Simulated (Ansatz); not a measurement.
`C[CH2][SbH2]` + H₂ → `[SbH3]` + `CC` at 700 K and 1 bar (hydrogenolysis of the Sb–C bond).

Program: Ansatz. Geometries: PBE0-D4/def2-TZVP. ΔE: electronic, gas phase. CBS: MP2 limit from def2 TZ/QZ plus the TZ coupled-cluster correction, frozen cores. This one scheme is used for every species. Elements past krypton have def2 core potentials. For Sb outer-core shells are correlated without core-valence functions, which leaves a few kJ/mol of doubt a bond.

| species | CCSD(T)/CBS energy (Eh) | H − E (kJ/mol) | S (J/(mol·K)) |
| --- | --- | --- | --- |
| `C[CH2][SbH2]` | -320.31453 | 270.5 | 411.9 |
| H₂ | -1.17544 | 46.8 | 155.3 |
| `[SbH3]` | -241.78682 | 81.5 | 275.4 |
| `CC` | -79.71954 | 238.1 | 289.3 |

H − E and S are ideal-gas, rigid-rotor, harmonic terms from PBE0-D4/def2-TZVP. The MP2-based limit puts H₂ 0.8 mEh under its directly extrapolated value; such offsets cancel only in part. 1 Eh = 2625.50 kJ/mol, R = 8.31446 J/(mol·K).

Question: By hand: ΔE, ΔH, ΔS and ΔG.

Answer: ΔE = (-241.78682) + (-79.71954) − (-320.31453) − (-1.17544) = -0.01639 Eh = -43.0 kJ/mol. Δ(H − E) = 81.5 + 238.1 − 270.5 − 46.8 = 2.3, so ΔH = -40.7 kJ/mol. ΔS = 275.4 + 289.3 − 411.9 − 155.3 = -2.5 J/(mol·K). ΔG = -40.7 − 700 × (-2.5)/1000 = -39.0 kJ/mol.

Question: By hand: the equilibrium constant, and the temperature at which ΔG would vanish if ΔH and ΔS stayed fixed.

Answer: log₁₀ K = −ΔG/(RT ln 10) = 2.9. ΔG = 0 at ΔH/ΔS = 16280 K, far beyond where these terms or the molecules hold.

The number of gas molecules stays the same, so ΔS is small and ΔH decides. A doubt of 5 kJ/mol in ΔE shifts log₁₀ K by 0.4 here. These are equilibria of isolated gas molecules and say nothing of rates. Largest T1 diagnostic: 0.014 (customary marks: 0.02 for closed shells, 0.045 for open ones).
